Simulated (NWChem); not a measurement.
System: HfHSF₃; SMILES [F][Hf]([F])([F])[SH]

Here is an NWChem input.

```
start job
memory heap 200 mb stack 900 mb global 1100 mb
geometry units angstroms
  Hf     0.103894     0.126119    -0.028474
  F      1.453909    -0.920103    -0.714116
  F      0.671166     1.109886     1.413601
  F     -0.477026     1.315437    -1.299570
  S     -1.529748    -1.515033     0.514121
  H     -0.796622    -2.508402    -0.002214
end
basis spherical
  * library def2-svp
end
ecp
  Hf library def2-ecp
end
dft
  xc xpbe96 cpbe96
  disp vdw 4
  iterations 150
end
driver
  maxiter 120
end
task dft optimize
dft
  grid fine
  convergence energy 1d-8 density 1d-7
end
task dft freq numerical
```

Excerpt of the output:

```
             Northwest Computational Chemistry Package (NWChem) 7.3.0
             --------------------------------------------------------

 C1  symmetry detected

                             Geometry "geometry" -> ""
                             -------------------------

 Output coordinates in angstroms (scale by  1.889725989 to convert to a.u.)

  No.       Tag          Charge          X              Y              Z
 ---- ---------------- ---------- -------------- -------------- --------------
    1 Hf                  72.0000    -0.00328985     0.20997865     0.00310022
    2 F                    9.0000     1.78934810     0.37373381     0.38632253
    3 F                    9.0000    -1.04718572     1.04064595     1.26383357
    4 F                    9.0000    -0.37551325     0.99823990    -1.61174476
    5 S                   16.0000    -0.25716258    -2.15431210    -0.04436859
    6 H                    1.0000     1.05162838    -2.36304611     0.14097941

 Effective nuclear repulsion energy (a.u.)     949.5222434076

                                Z-matrix (autoz)
                                --------

 Units are Angstrom for bonds and degrees for angles

      Type          Name      I     J     K     L     M      Value
      ----------- --------  ----- ----- ----- ----- ----- ----------
    1 Stretch                  1     2                       1.84044
    2 Stretch                  1     3                       1.83553
    3 Stretch                  1     4                       1.83511
    4 Stretch                  1     5                       2.37836
    5 Stretch                  5     6                       1.33823
    6 Bend                     1     5     6                92.74530
    7 Bend                     2     1     3               111.75634
    8 Bend                     2     1     4               110.03396
    9 Bend                     2     1     5               101.33681
   10 Bend                     3     1     4               107.13733
   11 Bend                     3     1     5               113.75801
   12 Bend                     4     1     5               112.81705
   13 Torsion                  2     1     5     6          -4.00161
   14 Torsion                  3     1     5     6        -124.08695
   15 Torsion                  4     1     5     6         113.60536

                           NWChem Geometry Optimization
                           ----------------------------

 maximum gradient threshold         (gmax) =   0.000450
 rms gradient threshold             (grms) =   0.000300
 maximum cartesian step threshold   (xmax) =   0.001800
 rms cartesian step threshold       (xrms) =   0.001200
 fixed trust radius                (trust) =   0.300000
 source of zmatrix                         =   autoz

          -------------------
          Energy Minimization
          -------------------

 Using diagonal initial Hessian
 Scaling for Hessian diagonals: bonds = 1.00  angles = 0.25  torsions = 0.10

          --------
          Step   0

                                 NWChem DFT Module
                                 -----------------

 Summary of "ao basis" -> "ao basis" (spherical)
 ------------------------------------------------------------------------------
       Tag                 Description            Shells   Functions and Types
 ---------------- ------------------------------  ------  ---------------------
 Hf                         def2-svp                12       32   6s3p2d1f
 F                          def2-svp                 6       14   3s2p1d
 S                          def2-svp                 8       18   4s3p1d
 H                          def2-svp                 3        5   2s1p

[...]

      ----------------------
      Optimization converged
      ----------------------

  Step       Energy      Delta E   Gmax     Grms     Xrms     Xmax
  ---- ---------------- -------- -------- -------- -------- --------
@   17    -745.86409997 -2.6D-07  0.00010  0.00003  0.00092  0.00178
                                     ok       ok       ok       ok

                                Z-matrix (autoz)
                                --------

 Units are Angstrom for bonds and degrees for angles

      Type          Name      I     J     K     L     M      Value     Gradient
      ----------- --------  ----- ----- ----- ----- ----- ---------- ----------
    1 Stretch                  1     2                       1.91446   -0.00002
    2 Stretch                  1     3                       1.91237    0.00010
    3 Stretch                  1     4                       1.91456   -0.00000
    4 Stretch                  1     5                       2.45237    0.00008
    5 Stretch                  5     6                       1.36697    0.00000
    6 Bend                     1     5     6                91.53478    0.00000
    7 Bend                     2     1     3               112.35107   -0.00000
    8 Bend                     2     1     4               107.14213    0.00000
    9 Bend                     2     1     5               108.99412    0.00001
   10 Bend                     3     1     4               112.36998    0.00001
   11 Bend                     3     1     5               106.91614   -0.00003
   12 Bend                     4     1     5               109.00192    0.00001
   13 Torsion                  2     1     5     6         -58.25060   -0.00001
   14 Torsion                  3     1     5     6        -179.92241    0.00001
   15 Torsion                  4     1     5     6          58.37863    0.00000

                         Geometry "geometry" -> "geometry"
                         ---------------------------------

 Output coordinates in angstroms (scale by  1.889725989 to convert to a.u.)

  No.       Tag          Charge          X              Y              Z
 ---- ---------------- ---------- -------------- -------------- --------------
    1 Hf                  72.0000     0.07795966     0.23891735     0.12378787
    2 F                    9.0000     1.88026918     0.70764582     0.56778021
    3 F                    9.0000    -1.19688074     1.08117973     1.27380341
    4 F                    9.0000    -0.18701218     0.69603675    -1.71641857
    5 S                   16.0000    -0.20695612    -2.18178719     0.39424806
    6 H                    1.0000     0.79044528    -2.43675237    -0.50507860

 Effective nuclear repulsion energy (a.u.)     914.7446563933

                Final and change from initial internal coordinates
                --------------------------------------------------

                                Z-matrix (autoz)
                                --------

[...]

 Rotational Constants
 --------------------
 A=   0.088742 cm-1  (  0.127677 K)
 B=   0.055957 cm-1  (  0.080508 K)
 C=   0.054221 cm-1  (  0.078011 K)

 Temperature                      =   298.15K
 frequency scaling parameter      =   1.0000

 Zero-Point correction to Energy  =    8.896 kcal/mol  (  0.014177 au)
 Thermal correction to Energy     =   13.817 kcal/mol  (  0.022019 au)
 Thermal correction to Enthalpy   =   14.409 kcal/mol  (  0.022963 au)

 Total Entropy                    =   91.339 cal/mol-K
   - Translational                =   42.659 cal/mol-K (mol. weight = 269.9219)
   - Rotational                   =   28.172 cal/mol-K (symmetry #  =        1)
   - Vibrational                  =   20.508 cal/mol-K

 Cv (constant volume heat capacity) =   23.004 cal/mol-K
   - Translational                  =    2.979 cal/mol-K
   - Rotational                     =    2.979 cal/mol-K
   - Vibrational                    =   17.046 cal/mol-K

[normal modes left out]

 ----------------------------------------------------------------------------
 Normal Eigenvalue ||           Projected Infra Red Intensities
  Mode   [cm**-1]  || [atomic units] [(debye/angs)**2] [(KM/mol)] [arbitrary]
 ------ ---------- || -------------- ----------------- ---------- -----------
    1       -0.000 ||    0.000012           0.000         0.012       0.006
    2        0.000 ||    0.000003           0.000         0.003       0.001
    3        0.000 ||    0.000008           0.000         0.008       0.004
    4        0.000 ||    0.000100           0.002         0.098       0.047
    5        0.000 ||    0.000023           0.001         0.022       0.011
    6        0.000 ||    0.000046           0.001         0.045       0.022
    7       90.982 ||    0.023219           0.536        22.635      10.950
    8      111.931 ||    0.005693           0.131         5.549       2.685
    9      121.335 ||    0.011583           0.267        11.292       5.463
   10      145.680 ||    0.013144           0.303        12.813       6.199
   11      158.836 ||    0.007246           0.167         7.063       3.417
   12      175.037 ||    0.000436           0.010         0.425       0.206
   13      350.828 ||    0.032214           0.743        31.404      15.192
   14      504.622 ||    0.022288           0.514        21.727      10.511
   15      654.167 ||    0.102103           2.356        99.535      48.152
   16      657.230 ||    0.068185           1.573        66.470      32.156
   17      660.754 ||    0.093357           2.154        91.009      44.027
   18     2594.735 ||    0.002020           0.047         1.970       0.953
 ----------------------------------------------------------------------------
```

Level: PBE-D3(BJ)/def2-SVP with def2 effective core potentials on Hf. def2 effective core potentials on Hf; no spin-orbit coupling.
